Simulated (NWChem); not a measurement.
System: vinylidene fluoride (C$_{2}$H$_{2}$F$_{2}$); SMILES C(=C)(F)F

The following NWChem deck was run.

```
start job
memory heap 200 mb stack 900 mb global 1100 mb
geometry units angstroms noautoz
  C      0.014897    -1.383744     0.000000
  C      0.000704    -0.060042     0.000000
  F     -1.080642     0.680154     0.000000
  F      1.066012     0.703120     0.000000
  H      0.966391    -1.911793     0.000000
  H     -0.925041    -1.932095     0.000000
end
basis spherical
  * library 6-31+g*
end
dft
  xc hfexch
  iterations 150
  vectors input atomic output neutral.movecs
end
task dft energy
charge 1
dft
  odft
  mult 2
  vectors input atomic output cation.movecs
end
task dft energy
```

Coordinates come from a PBE0/def2-SVP optimisation.

Ions are spin-unrestricted doublets at the neutral geometry; other ion states weren't tried.

Question: What results follow from this input? (Hartree-Fock/6-31+G* (spherical d), vertical spin-unrestricted ions.) Quantities: basis functions; vertical ionisation energy, ΔSCF (eV); −ε(HOMO) (eV).

Answer: The number of basis functions is 76 and the vertical ionisation energy, ΔSCF (eV) is 9.38. The −ε(HOMO) (eV) is 10.65.
